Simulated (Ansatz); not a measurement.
Born–Oppenheimer molecular dynamics of a periodic cell of 39 atoms, H9C3Cl (contents 3 CH3Cl + 3 C2H6, density as packed 0.91 g/cm³ with natural masses). It starts from a partly relaxed structure (largest force component 0.13 eV/Å).

Method: DFT PBEsol, scalar-relativistic, plane waves, PAW (Ansatz 0.2.0). Settings: cutoff 420 eV, k mesh 1x1x1, fermi-dirac smearing 0.05 eV, no spin polarisation.

* ensemble: NVT, Langevin thermostat
* time step: 0.5 fs
* steps asked: 300
* set temperature: 400 K
* friction: 0.02 /fs
* seed: 807091

First frame:

```xyz
39
Lattice="7.6151 0.0000 0.0000 0.0000 7.6151 0.0000 0.0000 0.0000 7.6151" Properties=species:S:1:pos:R:3
C 0.521 7.625 6.707
Cl 1.678 6.621 7.621
H -0.304 6.982 6.377
H 0.155 8.428 7.368
H 1.048 8.061 5.844
C 1.556 1.712 2.666
Cl 1.155 2.803 1.313
H 1.223 0.698 2.402
H 2.640 1.737 2.814
H 1.042 2.075 3.568
C 5.103 4.511 5.945
Cl 4.263 3.189 6.796
H 4.627 5.460 6.238
H 6.157 4.498 6.244
H 5.011 4.354 4.864
C 5.105 1.159 3.783
C 5.431 1.667 2.390
H 6.008 0.807 4.308
H 4.651 1.938 4.416
H 4.398 0.312 3.753
H 4.540 2.031 1.859
H 6.150 2.500 2.418
H 5.876 0.876 1.766
C 6.585 5.647 2.687
C 6.052 5.469 1.283
H 5.873 6.188 3.331
H 6.785 4.672 3.157
H 7.532 6.207 2.692
H 6.787 4.934 0.662
H 5.121 4.881 1.268
H 5.840 6.436 0.800
C 1.968 4.964 4.330
C 2.935 5.214 3.189
H 1.590 5.907 4.756
H 1.091 4.396 3.980
H 2.431 4.400 5.157
H 3.335 4.274 2.768
H 2.445 5.746 2.356
H 3.795 5.823 3.511
```

Problem. What does the run give?

Solution. The run went to its last step.

- steps done: 300
- time covered: 150 fs
- mean temperature over the second half: 384 K
- spread of the potential energy over the second half: 4.9 meV per atom
- mean potential energy of the second half above the start: 37.9 meV per atom

A run of 0.15 ps of so small a system gives no equilibrium averages. Limits of this set-up: coarse k mesh.

Problem. What happens to the structure?

Solution. Mean squared displacements from the first frame to the last, about the centre of mass: C 0.32 Å², Cl 0.10 Å², H 0.83 Å². Another seed would give other details.

Problem. How do temperature and energy run in time?

Solution. 
```
time (fs)  T (K)  potential energy less start (eV)
      0.0    390                             0.000
      5.0    242                             0.846
     10.0    304                             0.773
     15.0    301                             0.841
     20.0    262                             1.195
     25.0    323                             1.060
     30.0    275                             1.223
     35.0    326                             1.031
     40.0    282                             1.392
     45.0    371                             1.034
     50.0    326                             1.304
     55.0    314                             1.493
     60.0    358                             0.962
     65.0    313                             1.160
     70.0    344                             1.156
     75.0    340                             1.327
     80.0    349                             1.244
     85.0    344                             1.465
     90.0    384                             1.298
     95.0    357                             1.339
    100.0    349                             1.378
    105.0    361                             1.255
    110.0    386                             1.359
    115.0    327                             1.949
    120.0    373                             1.763
    125.0    381                             1.475
    130.0    346                             1.600
    135.0    404                             1.630
    140.0    451                             1.407
    145.0    515                             1.530
    150.0    496                             1.499
```

The run took 11 min on 1 thread of Arm Neoverse V1, with other jobs on the host, peak memory 0.49 GiB.
